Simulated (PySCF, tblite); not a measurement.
System: BaF2, singlet: symmetric bend, bond length relaxed. Scanned: F-Ba-F angle. Other coordinates (Ba-F bond length) were minimised at PBE0/def2-TZVP.

Levels of theory: GFN2-xTB, 300 K electronic temperature (tblite); CCSD(T) on RHF/def2-TZVP, 2 core orbitals frozen, def2 effective core potentials past Kr (PySCF).

Energies relative to the lowest point of each profile, in kJ/mol; the last columns give the difference from CCSD(T):

| a / ° | GFN2-xTB | CCSD(T) | GFN2-xTB − CCSD(T) |
|---|---|---|---|
| 180 | 53.08 | 23.25 | 29.83 |
| 170 | 51.06 | 21.49 | 29.57 |
| 160 | 45.24 | 16.93 | 28.31 |
| 150 | 36.71 | 10.93 | 25.78 |
| 140 | 26.77 | 5.17 | 21.60 |
| 130 | 16.84 | 1.13 | 15.71 |
| 120 | 8.35 | 0.00 | 8.35 |
| 110 | 2.51 | 2.70 | -0.20 |
| 100 | 0.00 | 10.29 | -10.29 |
| 90 | 1.70 | 23.87 | -22.16 |
| 80 | 9.39 | 45.17 | -35.78 |

GFN2-xTB is furthest from CCSD(T) at 80 (-35.78 kJ/mol, below); its mean absolute difference over the points is 20.69 kJ/mol.
